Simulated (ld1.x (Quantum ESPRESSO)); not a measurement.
# Before and after: TM potential for chlorine (Cl)

* Element: chlorine
* Generator: ld1.x (Quantum ESPRESSO) 7.5
* Type: norm-conserving Troullier–Martins (Kleinman–Bylander form)
* Functional: LDA (PZ)
* Relativity: non-relativistic
* Frozen core: [Ne]
* Valence charge: 7
* Reference configuration: 3s2 3p5
* Partial waves: 3p (bound): rc 1.40 bohr; 3d channel at 0.45 Ry: rc 1.45 bohr; 3s (bound): rc 0.95 bohr
* Local potential: the s channel
* Core correction: a·sin(br)/r model core inside 0.50 bohr

Change: all radii but the core radius scaled by about 1.16 (s 1.10, p 1.62, d 1.68 bohr).

Cutoffs: the cutoffs (Ry, on a coarse ladder) from which the occupation-weighted sum of valence levels, in a spherical-Bessel basis at the reference potential, stays within 10 and 1 mRy of its value at 400 Ry; they do not see the model core or the augmentation charge, which bear on the density cutoff. Errors are all-electron minus pseudo energies relative to the spin-unpolarised reference configuration.

Q: Predict the effect on cutoff, ghosts and configuration errors.

A: The potential gets softer (140 Ry and 260 Ry → 60 Ry and 140 Ry); of the 9 tests that both files solve, the error grows in 1 and shrinks in 5 by more than 15 % and 0.3 meV (median size 6.2 → 7.0 meV); neither file shows a bound ghost. A larger radius leaves more room for a smooth pseudo-wave, so fewer plane waves are needed.

| quantity | base | changed |
| --- | --- | --- |
| cutoff, loose | 140 Ry | 60 Ry |
| cutoff, tight | 260 Ry | 140 Ry |
| loose cutoff by channel (10 mRy a level) | p 15 Ry, s 90 Ry | p 12 Ry, s 50 Ry |
| bound ghosts | none | none |
| error for 3s2 3p4, meV [ΔE 13.99 eV] | +6.2 | +4.8 |
| error for 3s2 3p3, meV [ΔE 39.53 eV] | +39 | +30 |
| error for 3s2 3p2, meV [ΔE 77.93 eV] | +126 | +96 |
| error for 3s1 3p5, meV [ΔE 26.39 eV] | +3.6 | +7.0 |
| error for 3s2 3p4.5, meV [ΔE 5.64 eV] | +1.2 | +0.9 |
| error for 3s2 3p5.3, meV [ΔE -2.18 eV] | +0.2 | +0.2 |
| error for 3s2 3p1, meV [ΔE 130.30 eV] | +303 | +228 |
| error for 3s2 3p5 (spin-polarised), meV [ΔE -0.19 eV] | +2.7 | +2.3 |
| error for 3s2 3p4 (spin-polarised), meV [ΔE 13.11 eV] | +19 | +15 |
